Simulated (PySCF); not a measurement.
RbCl, SMILES [Cl][Rb]. Atoms are numbered in the order given.

```xyz
2

Rb     0.0000     0.0000    -0.8976
Cl     0.0000     0.0000     1.9537
```

Geometry optimised at PBE0-D3(BJ)/def2-TZVPD. The def2 effective core potentials stand for the cores of Rb; spin–orbit coupling is left out.

Calculation: PBE0/def2-TZVPD run with PySCF.

The molecule is in vacuum.

Computed frontier levels, gap, dipole moment and polarisability:
| Property | Result |
|---|---|
| highest occupied level | -5.89 eV |
| lowest empty level | -1.36 eV |
| orbital gap | 4.53 eV |
| dipole moment | 2.267 e·Å |
| quadrupole, principal values (traceless, Buckingham form, about the centre of nuclear charge) | -9.88, 4.94, 4.94 D·Å |
| mean static polarisability | 41.1 bohr³ (6.09 Å³) |
| polarisability, principal values | 35.8, 35.8, 51.6 bohr³ |
